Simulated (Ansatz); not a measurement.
A run of Ansatz (development build ahead of 0.2.0) on singlet B4 at this shape:

```xyz
4

B     1.0819    0.0000    0.0000
B     0.0000    1.0819    0.0000
B    -1.0819    0.0000    0.0000
B     0.0000   -1.0819    0.0000
```

Its results:

| Property | Result |
| --- | --- |
| Converged | yes |
| Total energy | -98.37689 hartree |

Forces (eV/Å):
```csv
atom,Fx,Fy,Fz
B1,-0.139,0.000,0.000
B2,0.000,-0.139,0.000
B3,0.139,0.000,0.000
B4,0.000,0.139,0.000
```

**Question.** Which input gives this output? Name the method, the orbitals and the basis set, and write the input.

**Answer.** RHF in 6-31G. An unrestricted run that stays on the closed shell gives the same numbers.

```yaml
crystal:
  periodic: [false, false, false]
  atoms:
    - { symbol: B, position_ang: [1.08187, 0.0, 0.0] }
    - { symbol: B, position_ang: [0.0, 1.08187, 0.0] }
    - { symbol: B, position_ang: [-1.08187, 0.0, 0.0] }
    - { symbol: B, position_ang: [0.0, -1.08187, 0.0] }
basis:
  gaussian: { orbitals: "6-31G" }
hamiltonian:
  xc: hf
output:
  forces: true
```
